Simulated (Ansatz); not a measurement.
A structure drawn as `CB1N=C1C`, with this starting geometry:

Cartesian coordinates in Å:
```
C -0.750 -1.912 -0.359
B -0.729 -0.461 0.149
N -1.391 0.634 0.748
C -0.128 0.923 0.356
C 1.075 1.736 0.227
H -1.038 -1.948 -1.468
H 0.318 -2.318 -0.337
H -1.377 -2.531 0.214
H 1.616 1.463 -0.729
H 1.688 1.633 1.095
H 0.715 2.782 0.104
```

Total charge 0; spin multiplicity 1.

(1) Relax it with Ansatz at PBE-D4/def2-SVP and then PBE0-D4/def2-TZVP. Is the drawn bonding still there?

(2) Give the relaxed structure. (Estimate.)

Atoms count as bonded under 1.1 times the sum of their covalent radii (H–H under 0.85 Å, pairs among N, O and F under 1.55 Å), and a drawn bond as lost past 1.3 times.

Results:

(1) Yes, every drawn bond is still there and no new one forms.

(2) The calculation gave: 
Z-matrix (Å, degrees):
```
C
B 1 1.545
H 1 1.092 2 112.5
H 1 1.096 2 108.9 3 119.2
H 1 1.092 2 112.1 3 -123.4
N 2 1.430 1 144.9 3 -17.5
C 2 1.452 1 161.3 3 166.1
C 7 1.472 2 166.0 1 -3.2
H 8 1.093 7 109.7 2 59.0
H 8 1.092 7 111.4 2 -179.3
H 8 1.093 7 109.7 2 -57.6
```
All modes are real.
